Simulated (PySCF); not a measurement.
# Computed beside measured shifts: Me2Si(SBu)2 (C10H24S2Si)

System: Me2Si(SBu)2 (C10H24S2Si), SMILES CCCCS[Si](C)(C)SCCCC.

Atom-mapped SMILES (hydrogens are numbered by the atom that bears them): [CH3:1][CH2:2][CH2:3][CH2:4][S:5][Si:6]([CH3:7])([CH3:8])[S:9][CH2:10][CH2:11][CH2:12][CH3:13]

Level of theory: GIAO KT3/pcSseg-2, gas phase, PySCF SCF with an in-house response code, fitting set def2-universal-JFIT, grid level 2, non-relativistic, on the PBE0-D3(BJ)/def2-SVP geometry.

One optimised conformer. Values are averaged over the atoms that symmetry or fast rotation interchanges, on this one geometry and without vibrational averaging. Shifts are the reference shielding less the shielding here, at the same level (13C, 1H, 29Si against isolated TMS; 33S against isolated CS2); nuclei without a reference have shieldings only.

(1) What shifts does this level give for Si6, and how do they compare with measurement?

Results:

(1) 
```json
{"atom": "Si6", "nucleus": "29Si", "computed / ppm": "30.8", "measured / ppm": "24.8", "computed less measured": "6.0", "measured against": "TMS", "medium of the measurement": "solution"}
```

Measured values: U. Herzog, Habilitationsschrift, TU Bergakademie Freiberg, 2002/2003.
